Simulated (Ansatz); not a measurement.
`O=C=NBF`, relaxed with RKS PBE-D4/def2-SVP in Ansatz 0.2.0 from a rough embedded geometry. The force threshold is 0.03 eV/Å; the program also tests the step.

Total charge 0; spin multiplicity 1.

Start:

```xyz
6

O    -1.071    0.161    2.361
C    -0.455   -0.265    1.326
N     0.171   -0.725    0.304
B     0.407    0.091   -0.901
F     1.078   -0.450   -2.062
H    -0.129    1.188   -1.027
```

```csv
step,energy (eV),largest force (eV/Å),largest move (Å)
1,-7970.3960,5.716,0.000
2,-7970.9594,2.231,0.194
3,-7971.1306,2.027,0.096
4,-7971.3037,0.961,0.085
5,-7971.3271,0.898,0.027
6,-7971.3585,0.371,0.066
7,-7971.3731,0.149,0.057
8,-7971.3811,0.144,0.056
9,-7971.3818,0.577,0.118
10,-7971.3847,0.289,0.127
11,-7971.3875,0.165,0.043
12,-7971.3877,0.146,0.037
13,-7971.3881,0.074,0.016
14,-7971.3882,0.014,0.004
```

End:

```xyz
6

O    -0.942   -0.281    2.497
C    -0.492   -0.248    1.409
N    -0.004   -0.279    0.298
B     0.351    0.174   -1.001
F     1.048   -0.640   -1.790
H     0.040    1.274   -1.413
```

Run time 25 s (2 threads of an AMD EPYC 7R13 on a shared host); peak host memory 0.24 GiB.
